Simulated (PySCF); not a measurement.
# Dipole moment and polarisability of CF3SO2Cl

Compound: CF3SO2Cl.
Cartesian coordinates in Å at the PBE0-D3(BJ)/def2-SVP level; atoms count from 1:
```
atom  x, y, z in Å
O1     1.387   -0.080    1.419
S2     0.955   -0.068    0.045
O3     1.416   -1.006   -0.947
Cl4    1.179    1.849   -0.697
C5    -0.919   -0.132    0.035
F6    -1.260   -1.338    0.436
F7    -1.392    0.771    0.860
F8    -1.359    0.083   -1.182
```

Level: PBE0/def2-SVPD (PySCF), static field, nuclei fixed, core orbitals frozen in the response. The polarisability tensor in these axes (au):

```
x   55.90  3.36 -1.18
y    3.36 64.77 -4.46
z   -1.18 -4.46 54.74
```

Question: What are the eigenvalues, a third of the trace, and Δα (Δα² = ½Σ(αi − αj)² over the three pairs)?

Answer: Principal values 53.04, 54.82 and 67.56 au; mean 58.47 au = 8.66 Å³ = 9.64 × 10⁻⁴⁰ C²·m²/J; Δα = 13.71 au (23 % of the mean).

Question: What is the dipole moment, and where does it point?

Answer: (-1.44, 0.97, -0.40) D, 1.78 D in size, pointing from the negative to the positive side. Measured along this direction, the outermost atoms are O3 and O1 at the negative end and F8 and F7 at the positive end.

Question: Give the principal axes and the span of the nuclei along them.

Answer: Largest value along (0.29, 0.89, -0.34), where the nuclei span 3.95 Å; middle along (0.96, -0.26, 0.15), 3.05 Å; least along (-0.05, 0.37, 0.93), 2.54 Å. The response follows the extents in order.

Question: Find the Langevin capture rate constant for H3+ (3.023 u) meeting this molecule (167.926 u), k = 2.342 × 10⁻⁹ cm³/s × √(α in Å³ / reduced mass in u).

Answer: The reduced mass is 2.97 u, so k = 4.00 × 10⁻⁹ cm³/s. The formula leaves out the permanent dipole, which adds to the capture rate.

Question: Estimate the molar refractivity from the static electronic polarisability.

Answer: Lorentz–Lorenz: R = (4π/3)N_A α = 2.5225 cm³/(mol·Å³) × 8.66 Å³ = 21.9 cm³/mol, in the limit of long wavelengths.

Question: Form Σ f/ω² (atomic units) for the 10 lowest TDDFT singlets, given as eV and f, and set it beside the mean polarisability, which is this sum over all singlets: 5.57, 0.0033; 6.15, 0.0049; 6.35, 0.0648; 6.51, 0.0022; 7.24, 0.0058; 7.59, 0.1584; 8.13, 0.0018; 8.37, 0.0055; 8.58, 0.0012; 8.85, 0.0051.

Answer: They add up to 3.66 au, 6.3 % of the 58.47 au; the largest single term is 2.04 au, from the state at 7.59 eV. Terms in order: 0.08, 0.10, 1.19, 0.04, 0.08, 2.04, 0.02, 0.06, 0.01, 0.05 au. Higher excitations give the rest. The strengths listed sum to 0.253.

Question: Traceless (Buckingham) quadrupole moment about the centre of nuclear charge: eigenvalues?

Answer: -4.34, -1.66, 6.00 D·Å. The values depend on the origin, since the dipole doesn't vanish. The electronic extent ⟨r²⟩ about the same centre is 1045 bohr², a root-mean-square distance of 1.89 Å for the 82 electrons.

Isolated species at its PBE0-D3(BJ)/def2-SVP geometry, gas phase.

The run behind these numbers computed excited states and ΔSCF ions as well. On one thread of an Intel Xeon 6975P-C, on a shared host, this took 2.1 min wall and 0.91 GiB of memory at its peak.
